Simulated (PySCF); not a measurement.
## A run with a changed setting

The sound run of Eu(NH2)2 (singlet in the valence; each metal's 4f electrons, 7 of them, lie in its core potential, out of spins and levels) uses PySCF 2.14.0, RKS r2SCAN, Eu lcecp-0-SVP with ECP53, N def2-SVP, H def2-SVP; non-relativistic Hamiltonian with scalar-relativistic core potentials where named; density fitting; no spin-orbit coupling, grid (50, 194), threshold 1e-8 and 55 cycles at the relaxed geometry:
```xyz
7

Eu   -0.1428    1.1458    0.0094
N     0.1225   -0.1364    1.9116
H     0.1373    0.0969    2.9081
H     0.2676   -1.1505    1.8998
N    -0.0674   -0.1239   -1.9158
H     0.0805   -1.1383   -1.8994
H    -0.1445    0.0915   -2.9137
```
This run, with dm0 from free metal ions and neutral atoms, differs:

```python
mol = gto.M(atom='''
Eu    -0.14277     1.14583     0.00935
N      0.12250    -0.13636     1.91157
H      0.13731     0.09693     2.90812
H     -0.07444     0.76344     0.32416
N     -0.06743    -0.12394    -1.91578
H      0.08051    -1.13827    -1.89938
H     -0.14447     0.09154    -2.91372''',
    basis={'Eu': 'lcecp-0-SVP', 'N': 'def2-SVP', 'H': 'def2-SVP'},
    ecp={'Eu': 'lcecp-0-SVP'},
    charge=0, spin=0)
mf = dft.RKS(mol, xc='R2SCAN')
mf.grids.atom_grid = (50, 194)  # f atoms: unpruned, at least (60, 302)
mf = mf.density_fit()  # fitting sets: Eu AutoAux, N def2-universal-JKFIT, H def2-universal-JKFIT
mf.conv_tol = 1e-08; mf.max_cycle = 69
mf.kernel(dm0)
mf.nuc_grad_method().kernel()
```

Problem. What was changed, and how did it end?

Solution. One atom was put far too close to the first. It converged in 13 cycles, 124.156 eV from the sound run, largest force component 438.38 eV/Å. The cycle limit differs too. These settings are unsound on purpose: the numbers aren't the compound's.
```
init E= -141.92458466325
cycle= 1 E= -131.28169710572  delta_E= 10.6  |g|= 3.46  |ddm|= 7.03
cycle= 2 E= -111.59829075912  delta_E= 19.7  |g|=    6  |ddm|= 10.4
cycle= 3 E= -135.497240333579  delta_E= -23.9  |g|= 1.96  |ddm|=  8.5
cycle= 4 E= -136.325104605691  delta_E= -0.828  |g|= 0.887  |ddm|= 2.72
cycle= 5 E= -136.421024880539  delta_E= -0.0959  |g|= 0.779  |ddm|= 1.57
...
cycle= 11 E= -136.601376634353  delta_E= -5.88e-06  |g|= 0.000985  |ddm|= 0.0044
cycle= 12 E= -136.60137694186  delta_E= -3.08e-07  |g|= 8.48e-05  |ddm|= 0.00117
cycle= 13 E= -136.601376943877  delta_E= -2.02e-09  |g|= 2.1e-05  |ddm|= 0.000129
Extra cycle  E= -136.601376938728  delta_E= 5.15e-09  |g|= 0.00013  |ddm|= 0.000166
converged SCF energy = -136.601376938728
```

Run from Python with OMP_NUM_THREADS=2; the lines above give its settings.
It took 4.5 s on 2 threads of Arm Neoverse V2, with other jobs on the host.

No frequency check is given that shows the relaxed geometry to be a minimum. An lcecp potential fixes the number of 4f electrons, so in runs with it no electron can move into or out of that shell.
